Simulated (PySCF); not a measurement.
BeF₂: fields on a plane

Method: PySCF, r2SCAN, basis Be def2-TZVP, F def2-TZVP (no relativity, density fitting).

The singlet minimum has Be–F 1.382 Å (×2); F–Be–F 180.0°.

The plane holds Be1 at (0.00, 0.00), F2 at (1.38, 0.00), F3 at (-1.38, 0.00) Å. Columns run from x = -3.45 to 3.75 Å, rows from y = 2.25 (top) to -1.95 Å, in steps of 0.3 Å. Other isomers or separated fragments may lie lower.

Question: Give the electron density (e/Å³) (cut at 5 e/Å³). Lower edges of the bins (e/Å³): '_' 0.000, '.' 0.030, ':' 0.076, '-' 0.151, '=' 0.268, '+' 0.455, '*' 0.750, '#' 1.218, '%' 1.960, '@' 3.136; top 5.00, each point printed twice.

Answer: 
```
__________________________________________________
__________________________________________________
__________________________________________________
____________........________........______________
________....::----::........::----::....__________
________::==++**++==--::::--==++**++==::__________
______..--**%%@@%%**========**%%@@%%**--..________
______..==%%@@@@@@##**@@@@**##@@@@@@%%==..________
______..==%%@@@@@@##**@@@@**##@@@@@@%%==..________
______..--**%%@@%%**========**%%@@%%**--..________
________::==++**++==--::::--==++**++==::__________
________....::----::........::----::....__________
____________........________........______________
__________________________________________________
__________________________________________________
```

Question: Give the electron localisation function (set to 0 where the density is under 0.005 e/Å³). Lower edges of the bins: '_' 0.000, '.' 0.100, ':' 0.199, '-' 0.299, '=' 0.398, '+' 0.498, '*' 0.598, '#' 0.697, '%' 0.797, '@' 0.896; top 1.00, each point printed twice.

Answer: 
```
__________________________________________________
__________________________________________________
______________......________......________________
__________..::::::::..____..::::::::..____________
______..::==++++++==::____::==++++++==::..________
______::==**######**--____--**######**==::________
______--**%%%%%%%%##..____..##%%%%%%%%**--________
____..==##%%**..##%%__@@@@__%%##..**%%##==..______
____..==##%%**..##%%__@@@@__%%##..**%%##==..______
______--**%%%%%%%%##..____..##%%%%%%%%**--________
______::==**######**--____--**######**==::________
______..::==++++++==::____::==++++++==::..________
__________..::::::::..____..::::::::..____________
______________......________......________________
__________________________________________________
```
